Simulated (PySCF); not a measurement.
## TeH: from constants to spectrum

PBE0 constants of TeH, ²Π (doublet), unpaired electrons π ↑ (PySCF, scalar-relativistic core potentials, basis sets Te cc-pVTZ-PP with ECP28, H cc-pVTZ; masses 129.9062 and 1.0078 u):

```
ωe              : 2150.4 cm⁻¹
ωexe            : 31.3 cm⁻¹
Be              : 6.0994 cm⁻¹
αe              : 0.145 cm⁻¹
D (centrifugal) : 0.000196 cm⁻¹
De to Te + H    : 2.91 eV
```

Task: Give the vibrational terms G(v) and spacings up to v = 6.

Result: G(v) = ωe(v+½) − ωexe(v+½)².

```
v  G(v) (cm⁻¹)  G(v) − G(v−1)  Bv (cm⁻¹)
0         1067                     6.027
1         3155           2088      5.882
2         5180           2025      5.737
3         7143           1963      5.592
4         9043           1900      5.447
5        10880           1837      5.302
6        12655           1775      5.157
```

Task: How well does the Morse estimate ωe²/(4ωexe) reproduce De, and what is D0?

Result: It gives 4.58 eV, 157 % of the computed De. D0 = De − G(0) = 2.91 − 0.13 = 2.78 eV.

Spin–orbit coupling is left out, which matters for elements this heavy, above all for dissociation energies. The state was picked by a PBE0 search and need not be the measured ground state.
